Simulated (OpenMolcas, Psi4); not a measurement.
## Predicting a hybrid from its neighbours: MoCl2O2 (molybdenum dichloride dioxide)

The species is MoCl2O2 (5 atoms), meant as a singlet with charge 0. SMILES: `O=[Mo](=O)(Cl)Cl`. Geometry: relaxed at PBE0-D4/def2-TZVP.

The dipole moment y, in D, basis def2-SVP with a core potential; a is the functional's share of exact exchange. Programs: OpenMolcas 26.06, Psi4 1.11.

| functional | program | a | y (D) |
| --- | --- | --- | --- |
| TPSS | OpenMolcas | 0 | 1.11 |
| PBE | OpenMolcas | 0 | 1.18 |
| TPSSh | Psi4 | 0.1 | ? |
| B3LYP | Psi4 | 0.2 | 1.30 |
| PBE0 | Psi4 | 0.25 | 1.22 |
| BHLYP | Psi4 | 0.5 | 1.37 |

Problem. Fit y = c + s·a to the known rows and predict TPSSh.

Solution. 
1. Means of the 5 rows: a = 0.1900, y = 1.236.
2. Σ(Δa)² = 0.172, Σ(Δa·Δy) = 0.0758, so the slope is 0.0758/0.172 = 0.4407.
3. Intercept: 1.236 − (0.4407) × 0.1900 = 1.152. The largest residual of the fit is 0.060.
4. TPSSh: 1.152 + (0.4407) × 0.1 = 1.20 D.

The run gave 1.14 D, so the prediction is off by +0.06 D, about the largest residual. More exact exchange makes the molecule more polar here. The rows mix families of semi-local functionals, which the line can't see.
